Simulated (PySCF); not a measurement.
Compound: C₃H₅FSe.
Atom-mapped SMILES: `[CH3:1][C:2](=[Se:3])[CH2:4][F:5]` (hydrogens: H6, H7, H8 on C1; H9, H10 on C4)

Computed, not measured: TDDFT wB97X-D/def2-SVPD, vertical, gas phase, core orbitals frozen in the response (PySCF). One conformer (not necessarily the lowest) at the PBE0-D3(BJ)/def2-SVP geometry, without solvent, vibrations or thermal averaging. Relativistic effects, spin–orbit coupling among them, are left out although an element past zinc is present. Torsions of this conformer, `[CH3:1][C:2](=[Se:3])[CH2:4][F:5]`: C1–C2–C4–F5 -1°.

Computed states:

| state | E (eV) | f |
| --- | --- | --- |
| S1 | 2.25 | 0.0000 |
| S2 | 4.86 | 0.216 |
| S3 | 5.92 | 0.0013 |
| S4 | 6.01 | 0.014 |
| S5 | 6.13 | 0.110 |
| S6 | 7.05 | 0.0008 |
| S7 | 7.10 | 0.0000 |
| S8 | 7.17 | 0.045 |
| S9 | 7.28 | 0.021 |
| S10 | 7.48 | 0.059 |

Broadening: Gaussians 0.25 eV wide at half height, area fixed by f = 4.319×10⁻⁹ ∫ε dν̃. The width is an assumption, not a result. The curve ends short of the highest state used, and states not computed would add to its high-energy end.

Q: Give the broadened spectrum and its maxima.

A: 
(E (eV), ε (L mol⁻¹ cm⁻¹)): (1.87, 0), (1.97, 0), (2.06, 0), (2.15, 0), (2.24, 0), (2.33, 0), (2.42, 0), (2.51, 0), (2.60, 0), (2.69, 0), (2.78, 0), (2.87, 0), (2.97, 0), (3.06, 0), (3.15, 0), (3.24, 0), (3.33, 0), (3.42, 0), (3.51, 0), (3.60, 0), (3.69, 0), (3.78, 0), (3.87, 0), (3.97, 0), (4.06, 0), (4.15, 0), (4.24, 0), (4.33, 0), (4.42, 4), (4.51, 88), (4.60, 1040), (4.69, 6011), (4.78, 16933), (4.88, 23038), (4.97, 14234), (5.06, 4287), (5.15, 629), (5.24, 45), (5.33, 2), (5.42, 0), (5.51, 0), (5.60, 2), (5.69, 33), (5.78, 258), (5.88, 1559), (5.97, 5202), (6.06, 10796), (6.15, 12427), (6.24, 7367), (6.33, 2175), (6.42, 315), (6.51, 22), (6.60, 1), (6.69, 1), (6.78, 10), (6.88, 156)

Maxima: 255 nm (4.86 eV), ε about 23000, made up of S2 (100%); 202 nm (6.12 eV), ε about 13000, made up of S5 (93%) (ε in L mol⁻¹ cm⁻¹; maxima over ε = 5, shares over 10%). At its high-energy end, 6.88 eV, the curve is still rising (ε about 160, from S6 and S8).

Q: What would ε be at 4.86 eV, the highest of these maxima, with half the width (0.125 eV)?

A: About 46400 L mol⁻¹ cm⁻¹ against 23300, a factor of about 1.99; a lone state at its own centre would give exactly 2.

Q: Coming from long wavelengths, where does ε first pass 100 L mol⁻¹ cm⁻¹?

A: At about 274 nm (4.52 eV), 2.27 eV above S1.

Q: Does any computed singlet lie in the visible range?

A: S1 lies in the visible range (380 to 750 nm), at 551 nm, dark in the vertical dipole picture (f under 0.0005); light of that wavelength is green, and its complementary colour is purple; a Tamm–Dancoff triplet lies at 663 nm, without intensity as long as spin–orbit coupling is left out.

The vertical ionisation energy (ΔSCF) is 8.60 eV, 1.12 eV above S10.

Hardware: x86-64 server, one thread, on a shared host. Cost: 72 s.
